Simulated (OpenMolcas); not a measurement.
# Computed transition rates of Cl3+

- Program: OpenMolcas 26.06
- Method: MS-CASPT2, IPEA 0.25 Eh, imaginary shift 0.1 Eh (closed shells correlated: 2s 2p)
- Basis: ANO-RCC-VQZP [6s5p3d2f1g]
- Scalar Hamiltonian: DKH2, point nucleus
- Active space: 4 electrons in 4 orbitals (3s 3p)
- State averaging: 2S+1 = 3 even, 6 roots; 2S+1 = 1 even, 12 roots; 2S+1 = 5 odd, 1 root; 2S+1 = 3 odd, 9 roots; 2S+1 = 1 odd, 8 roots
- Spin-orbit coupling: RASSI with atomic mean-field integrals over the reference wave functions, term energies averaged over their components

Rates come from the transition moments of the reference wave functions (E1 and E2 in the length form). At fixed line strength A goes as λ^-3 for E1 and M1 and as λ^-5 for E2, so a rate at the computed wavelength can be rescaled to the measured one. Measured vacuum wavelengths follow from level energies in Moore, Atomic Energy Levels, vol. I, NSRDS-NBS 35 (1971 reprint of NBS Circular 467, 1949). Branching counts decays inside the model space alone, at computed energies, and the table is only a selection of the E2 and M1 lines, drawn from those between levels with measured partners whose computed energy lies within a factor of 1.5 of the measured one.

| Upper | Lower | Type | λ computed (nm) | λ measured (nm) | A computed (s-1) | A rescaled (s-1) | Branching % |
| --- | --- | --- | --- | --- | --- | --- | --- |
| 3s² 3p² ³P₁ | 3s² 3p² ³P₀ | M1 | 22660 | 20370 | 1.55e-03 | 2.13e-03 | 100.0 |
| 3s² 3p² ³P₂ | 3s² 3p² ³P₁ | M1 | 12980 | 11760 | 6.18e-03 | 8.31e-03 | 100.0 |
| 3s² 3p² ¹D₂ | 3s² 3p² ³P₂ | M1 | 838.5 | 804.8 | 1.54e-01 |  | 71.1 |
| 3s² 3p² ¹D₂ | 3s² 3p² ³P₁ | M1 | 787.6 | 753.3 | 6.19e-02 |  | 28.6 |
| 3s² 3p² ¹S₀ | 3s² 3p² ¹D₂ | E2 | 566.9 | 532.4 | 2.26e+00 | 3.09e+00 | 51.5 |
| 3s² 3p² ¹S₀ | 3s² 3p² ³P₂ | E2 | 338.2 | 320.4 | 2.53e-02 |  | 0.6 |
| 3s² 3p² ¹S₀ | 3s² 3p² ³P₁ | M1 | 329.6 | 311.9 | 2.10e+00 |  | 47.9 |

Spin-changing lines and M1 lines between different terms are not rescaled, since their strength hangs on the term gaps too.

The largest correction is for 3s² 3p² ³P₁ → 3s² 3p² ³P₀ (M1): 1.55e-03 × (22660 / 20370)^3 = 2.13e-03 s-1, a factor of 1.38.

No measured rate stands beside these. Rescaling mends the energy factor alone: line strengths can still be far off where a level mixes with configurations outside the active space, and weak or spin-changing lines hang on small mixing coefficients that depend on the term gaps too, so rescaling need not improve them.

CASPT2 does not keep the components of a term degenerate, so their means are used; among the terms shown or strongly mixed into the levels shown the widest spread is 49 cm-1 (3s² 3p² ¹D). Over all roots computed the reference weight is 0.86 to 0.99; the roots of lowest weight are the least certain, and an intruder state may touch them. Measured partners are found by configuration, term and J. A level has none where our copy of the source lacks it or the pairing is in doubt (some pairs that miss far off the trend of their configuration count as doubtful). Levels of configurations outside the active space are missing.
